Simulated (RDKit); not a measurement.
RDKit input (MMFF94):

```python
from rdkit import Chem
from rdkit.Chem import AllChem, rdDetermineBonds

mol = Chem.MolFromXYZFile('mol.xyz')
rdDetermineBonds.DetermineBonds(mol, charge=1)
print('SMILES', Chem.MolToSmiles(Chem.RemoveHs(mol)))
ff = AllChem.MMFFGetMoleculeForceField(mol, AllChem.MMFFGetMoleculeProperties(mol))
e0 = ff.CalcEnergy()
flag = ff.Minimize(maxIts=5000, forceTol=1e-5)
print(f'energy {e0:.4f} -> {ff.CalcEnergy():.4f} kcal/mol, converged: {flag == 0}')
print(Chem.MolToXYZBlock(mol))
```
mol.xyz:
```
10

N      1.25612400     1.01170500    -0.60918700
Si     0.17620500    -0.04951700     0.04728500
N     -1.58869800     0.41172000    -0.40224400
F      0.20639400    -1.49213500    -0.55440800
F      0.04773100     0.00476800     1.60441000
H      1.65559300     1.78007300    -0.08887400
H      1.75684400     0.82481800    -1.46653300
H     -1.83725000     1.34547000    -0.06516200
H     -1.73806800     0.40974500    -1.41465600
H     -2.26309500    -0.24453100     0.00322800
```

Output:

```
SMILES N[Si]([NH3+])(F)F
energy -191.4954 -> -214.8360 kcal/mol, converged: True
10

N      0.905474    1.142643   -0.725791
Si     0.036981   -0.049749    0.037299
N     -1.519001    0.433752   -0.412181
F      0.348117   -1.465758   -0.584049
F      0.187500    0.051702    1.604149
H      1.491649    1.602179   -0.026997
H      1.586872    0.692960   -1.339439
H     -1.636093    1.382139   -0.060309
H     -1.537718    0.426255   -1.430282
H     -2.192001   -0.214008   -0.008542
```

The dipole moment of an ion depends on the origin.

The geometry given is a B3LYP-D3(BJ)/def2-TZVP minimum.
